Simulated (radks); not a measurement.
Q: Species: Ni. Configuration: [Ar] 3d8 4s2 (the NIST ground configuration). Calculated with a radial shooting solver on a logarithmic mesh with Libxc functionals: non-relativistic Kohn-Sham, LDA (Slater exchange, Perdew-Wang correlation), spin-unpolarised, spherical densities, point nucleus. Some entries of the table are withheld. Estimate them.

orbital  occ.  eigenvalue (eV)  <r> (bohr)
1s          2        -8105.480     0.05492
2s          2        -960.8900         (1)
2p          6              (2)         (3)
3s          2        -107.4999      0.7513
3p          6         -70.5861      0.7836
3d          8          -9.4845       1.004
4s          2          -5.7358         (4)

A: 
(1) 2s <r> (bohr): 0.2488
(2) 2p eigenvalue (eV): -839.9606
(3) 2p <r> (bohr): 0.2169
(4) 4s <r> (bohr): 2.824
